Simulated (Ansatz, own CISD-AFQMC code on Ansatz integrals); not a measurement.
H3B3, SMILES `B1BB1` (charge 0, multiplicity 1).

Cartesian coordinates (Å):
SMILES: B1BB1
```xyz
6

B     -0.5354    -0.7514     0.0499
B      0.8916    -0.3737    -0.3108
B     -0.6115     0.7661     0.0244
H     -1.2158    -1.7047     0.2484
H      1.9276     0.1283    -0.5776
H     -0.4565     1.9355    -0.0457
```
Charge 0, multiplicity 1.

Frozen-core energies in cc-pVTZ from Ansatz (a first-principles code) at a geometry from PBE0-D3(BJ)/def2-TZVP; the HF reference has <S^2> = 0.00 (restricted, and unstable towards unrestricted orbitals) and the T1 diagnostic is 0.021.

| level | energy (Ha) | difference from CCSDT(Q) (mHa) |
|---|---|---|
| HF | -75.67073 | 351.83 |
| MP2 | -75.97060 | 51.96 |
| CCSD | -76.00085 | 21.71 |
| CCSD(T) | -76.01980 | 2.76 |
| CCSDT | -76.02112 | 1.44 |
| phaseless AFQMC, CISD trial (own CISD-AFQMC code on Ansatz integrals; ±0.40 mHa) | -76.02145 | 1.11 |
| CCSDT(Q) | -76.02256 | 0.00 |
